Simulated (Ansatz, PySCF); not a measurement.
The pair A = HCl (SMILES Cl) (first 2 atoms), B = C2H3N (SMILES CC#N); geometry from B3LYP-D3(BJ)/def2-TZVP.
(charge 0, multiplicity 1):
| atom | x (Å) | y (Å) | z (Å) |
|---|---|---|---|
| Cl | 0.2453 | 1.0091 | -1.1470 |
| H | 0.2503 | 0.5969 | 0.0858 |
| C | 0.2668 | -0.8486 | 4.4091 |
| C | 0.2617 | -0.3881 | 3.0315 |
| N | 0.2580 | -0.0241 | 1.9436 |
| H | -0.4272 | -1.6811 | 4.5262 |
| H | 1.2673 | -1.1798 | 4.6875 |
| H | -0.0359 | -0.0392 | 5.0735 |

Correlated levels freeze the cores. Rows in 6-31G* carry no dispersion term and start afresh at each structure (6-31G* with six Cartesian d functions).

Run with Ansatz (an electronic-structure program); PySCF for 6-31G* rows. Each number belongs to the level named beside it.

Total energies (hartree), monomers frozen at their geometry in the pair:

```
structure                 HF/6-31G*  HF/aug-cc-pV(D+d)Z  MP2/aug-cc-pV(D+d)Z
---------------------  ------------  ------------------  -------------------
AB                     -591.9938252        -592.0444709         -592.6486553
A in the pair's basis  -460.0600531        -460.0944924         -460.2578867
B in the pair's basis  -131.9273313        -131.9441121         -132.3812530
A                      -460.0592626        -460.0942894         -460.2570719
B                      -131.9268394        -131.9437538         -132.3802359
```

Problem. Work out the interaction energy without and with the counterpoise correction, and the superposition error, for each level.

Solution. 
E(AB) − E(A) − E(B), times 627.509 kcal/mol, with the monomers in their own basis and then in the pair's basis:
- HF/6-31G*: -4.85 uncorrected, -4.04 corrected; the monomers gain 0.80 kcal/mol from borrowed functions
- HF/aug-cc-pV(D+d)Z: -4.03 uncorrected, -3.68 corrected; the monomers gain 0.35 kcal/mol from borrowed functions
- MP2/aug-cc-pV(D+d)Z: -7.12 uncorrected, -5.97 corrected; the monomers gain 1.15 kcal/mol from borrowed functions
